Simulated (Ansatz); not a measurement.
CH8O2Si2 can be A, `CO[SiH](O)[SiH3]`, or B, `C[SiH2][SiH](O)O`.

Computed with Ansatz on PBE0-D4/def2-TZVP structures; ΔE is electronic, products minus reactants. CCSD(T)/CBS is the MP2 limit (def2-TZVPP, def2-QZVPP) plus CCSD(T) − MP2 in def2-TZVPP, frozen cores. DFT in def2-TZVPP. B3LYP here is the variant with VWN-RPA as its local correlation; programs differ in this. One conformer a species, not always the lowest.

Question: Which is lower in electronic energy at CCSD(T)/CBS, and by how much? (An estimate is asked.)

Answer: Computed: B, by 22.2 kcal/mol.

Question: Give E(B) − E(A) in kcal/mol with B3LYP, MP2/def2-TZVPP, B3LYP-D4, PBE-D4, B2PLYP, CCSD(T)/def2-TZVPP, CCSD/def2-TZVPP. (An estimate is asked.)

Answer: Ansatz gave: B3LYP -20.0, MP2/def2-TZVPP -23.1, B3LYP-D4 -20.3, PBE-D4 -21.5, B2PLYP -21.0, CCSD(T)/def2-TZVPP -21.3, CCSD/def2-TZVPP -21.1. None reverses the order clearly.

Largest T1 diagnostic: 0.012.

In def2-TZVPP, CCSD(T) changes the Hartree–Fock value by −3.0 kcal/mol (the triples alone add −0.2 kcal/mol) and MP2 by −4.8 kcal/mol.
